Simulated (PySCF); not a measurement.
Species: 2-fluorobenzyl alcohol, C₇H₇FO.
Numbering: `[OH:1][CH2:2][c:3]1[cH:4][cH:5][cH:6][cH:7][c:8]1[F:9]`

Geometry (GFN2-xTB, Å), atoms numbered from 1 in this order:
```xyz
16
C7H7FO angstrom
O      2.7192   -0.8682   -0.3532
C      2.0252    0.1730    0.2853
C      0.5252    0.0795    0.1450
C     -0.1060   -1.1195   -0.1563
C     -1.4829   -1.1861   -0.2800
C     -2.2553   -0.0512   -0.1034
C     -1.6504    1.1564    0.2014
C     -0.2754    1.2011    0.3213
F      0.3125    2.3849    0.6143
H      2.5292   -0.8356   -1.2976
H      2.2934    0.0974    1.3451
H      2.3651    1.1543   -0.0771
H      0.5004   -2.0037   -0.2862
H     -1.9532   -2.1290   -0.5131
H     -3.3285   -0.1016   -0.2026
H     -2.2260    2.0571    0.3457
```

NICS = −σ at a ghost point: NICS(0) at the centroid of the ring atoms, NICS(1) 1 Å to either side along the normal of their mean plane, zz for the tensor component along that normal. Level: GIAO PBE0/pcSseg-1 (PySCF, non-relativistic, gas phase) on the GFN2-xTB geometry, one conformer.

Ring bond lengths (Å), with Mayer bond orders in brackets: C3–C4 1.388 (1.40), C4–C5 1.384 (1.44), C5–C6 1.384 (1.44), C6–C7 1.385 (1.41), C7–C8 1.381 (1.46), C8–C3 1.389 (1.33).

Task: What do the NICS probes read (ppm)?

Result: 
| ring | type | NICS(0) | NICS(1), two faces | NICS(1)zz, two faces | rms pucker (Å) | centre to ring atoms, mean (Å) |
| --- | --- | --- | --- | --- | --- | --- |
| C3–C4–C5–C6–C7–C8 | 6-membered carbocycle; formal bonds all aromatic | -10.2 | -11.6 / -11.4 | -28.1 / -28.2 | 0.00 | 1.39 |

Task: What do they say, and how far can they be read as aromaticity?

Result: 
- C3–C4–C5–C6–C7–C8: mean NICS(1)zz -28.2 ppm, shielded. The ring is flat and has no four-coordinate atom; by the NICS criterion it is aromatic.

Task: What does the geometric index give? HOMA = 1 − mean of α(R − Ropt)² over the ring bonds, with Krygowski's 1993 parameters (CC: Ropt 1.388 Å, α 257.7 Å⁻²).

Result: 
- C3–C4–C5–C6–C7–C8: HOMA 1.00 = 1 − EN − GEO, with mean bond length 1.385 Å, EN = α(Ropt − mean)² = 0.002 and GEO = α × variance = 0.002. The geometric and the magnetic index point the same way.

Task: At the first NICS(1) probe listed for ring C3–C4–C5–C6–C7–C8, 1 Å off the ring, how large is the induced field along the normal in 1 T applied along it?

Result: NICSzz × B0 = -28.1 ppm × 1 T = -28 μT, against the applied field.

Task: What are the shieldings of the ring atoms and their hydrogens in the same run (means over atoms taken as equivalent)?

Result: 
```
atoms                  environment  σ isotropic (ppm)  principal values of the symmetric part, first atom (ppm)
   C3  substituted aromatic carbon               50.5                                        -19.4, 11.5, 159.3
   C4           aromatic CH carbon               55.1                                        -51.4, 34.7, 182.1
   C5           aromatic CH carbon               57.3                                        -51.6, 43.8, 179.8
   C6           aromatic CH carbon               53.0                                        -53.6, 37.5, 175.1
   C7           aromatic CH carbon               66.0                                        -20.1, 50.2, 168.0
   C8          aromatic C–F carbon               17.9                                         -63.7, 35.6, 81.9
  H13            aromatic hydrogen              23.66                                          19.4, 22.6, 28.9
  H14            aromatic hydrogen              24.21                                          20.7, 25.0, 27.0
  H15            aromatic hydrogen              24.16                                          20.7, 25.1, 26.7
  H16            aromatic hydrogen              24.40                                          20.8, 24.9, 27.5
```

The run took 24 s of wall time on Arm Neoverse V2, one thread (shared host), and the process peaked at 0.84 GiB of memory. This is the whole shielding run at PBE0/pcSseg-1, SCF included.
